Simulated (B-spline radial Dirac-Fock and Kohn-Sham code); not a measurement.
## Mn²⁺: photoemission with 920 eV photons

System: Mn²⁺, [Ar] 3d5.

Level of theory: a relativistic central-field model (Hartree-Slater potential of the initial state, Latter tail, multipole expansion of the photon field, Dirac-Fock thresholds); a radial finite-basis atomic code. The asymmetry parameter β is from the dipole term alone. Kinetic energies are from the vacuum level. Open shells are spread statistically over j, without multiplet splitting.

```
  subshell  electrons  binding (eV)  kinetic (eV)  σ (kb)     β
   L1 (2s)          2         804.6         115.4     132  2.00
L2 (2p1/2)          2         683.7         236.3     232  1.36
L3 (2p3/2)          4         673.6         246.4     454  1.38
   M1 (3s)          2         120.1         799.9    23.1  2.00
M2 (3p1/2)          2         83.59         836.4    21.7  1.56
M3 (3p3/2)          4         82.35         837.7    42.3  1.57
M4 (3d3/2)          2         30.34         889.7    3.24  1.03
M5 (3d5/2)          3         30.22         889.8    4.77  1.02
```

Branching ratios of the spin-orbit partners (statistical value in brackets): 2p 1.96 (2.00), 3p 1.95 (2.00), 3d 1.47 (1.50).

Run: 1.8 s of CPU time on 1 thread of Intel(R) Xeon(R) 6975P-C (shared host), peak memory 0.33 GiB.

Values without a named source are computed, but for edge energies of neutral atoms, which are taken from tables.
